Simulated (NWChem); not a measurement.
Molecule: C₂H₄OSi; SMILES C#C[SiH2]O

```xyz
8

Si    -0.5113     0.6212    -0.0073
O      0.8295     1.6296    -0.0758
C     -0.0219    -1.1558    -0.0228
C      0.3205    -2.3366    -0.0175
H     -1.3121     0.9352    -1.2301
H     -1.3319     0.8408     1.2352
H      1.4932     1.4759     0.6191
H      0.6171    -3.3778    -0.0171
```
Atoms are numbered in this order, from 1.

Computed with NWChem. Pople sets run with spherical d functions. Coordinates come from a PBE-D3(BJ)/def2-SVP optimisation. Core excitations by TDA in a window of 1s orbitals, non-relativistic and unshifted: absolute energies depend strongly on the exact-exchange share.

Problem. Predict the results for O K edge, PBE0/6-311G**. Quantities: first 1s excitation (eV); dipole oscillator strength of the first; first state with f > 0.002 (eV); dipole oscillator strength of that state.

Solution. 
```
Quantity                                   Value
----------------------------------------  ------
first 1s excitation (eV)                   520.3
dipole oscillator strength of the first   0.0084
first state with f > 0.002 (eV)            520.3
dipole oscillator strength of that state  0.0084
```
